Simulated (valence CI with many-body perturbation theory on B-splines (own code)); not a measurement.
**Which ion has this spectrum?**

A relativistic CI+MBPT calculation for an atom or ion with 15 electrons gives these levels (Ry):

```csv
J,Parity,E,g
3/2,odd,0.000,1.34
3/2,even,16.292,0.78
3/2,odd,21.913,1.45
5/2,even,22.459,1.20
5/2,odd,22.755,1.19
1/2,odd,23.844,0.65
5/2,even,34.185,1.46
3/2,even,36.315,1.15
1/2,even,36.429,2.05
5/2,even,38.031,0.96
1/2,even,38.259,0.21
3/2,even,38.269,0.90
7/2,even,38.906,1.02
5/2,even,41.007,1.16
```

The energies are calculated, and their last digits are not significant.

**Question.** Which is it?
A. Lu56+
B. Hf57+
C. Re60+
D. Tm54+

**Answer.** B. Hf57+, ground level (3s^2 3p1/2^2 3p3/2) J=3/2.
